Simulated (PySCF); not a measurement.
Zero-point energy (kcal/mol) of eight silicon and germanium compounds: PBE-D3(BJ) beside r2SCAN-D4, computed with PySCF for isolated molecules in the bases named; differences from unrounded values. The eight are the first of their class met in an unordered collection, after screening for sound electronic states; none was chosen by its value. Each level has its own optimised geometry.

```tsv
molecule	basis	r2SCAN-D4	PBE-D3(BJ)	difference
C4H8Si2, SMILES [SiH3]C1=CC=C[SiH2]1	def2-SVP	60.76	59.16	-1.61
C2H6ClNSi2, SMILES N#CC[Si@H]([SiH3])Cl	def2-SVP	44.74	43.54	-1.19
CH₇FN₂Si, SMILES CN[Si@H](N)F	def2-SVP	58.16	56.64	-1.52
C3H5ClGe, SMILES C(=CCl)=[CH][GeH3]	def2-SVP	38.00	36.90	-1.10
CH9ClN2Si2, SMILES Cl[Si@](C)([SiH2]N)N	def2-SVP	67.86	66.25	-1.62
C₃H₈OSi, SMILES C1[C@@H]([C@@H]1[SiH3])O	def2-SVP	63.13	61.43	-1.70
C₂H₄N₂OSi, SMILES O[SiH]1N=CC=N1	def2-SVP	40.87	39.77	-1.10
C₃H₄ClNSi, SMILES Cl[Si@@H]1C=CN=C1	def2-SVP	40.04	38.97	-1.06
```

PBE-D3(BJ) lies below r2SCAN-D4 in 8 and above it in 0 of the eight; the mean signed difference is -1.36 and the largest -1.70 kcal/mol.
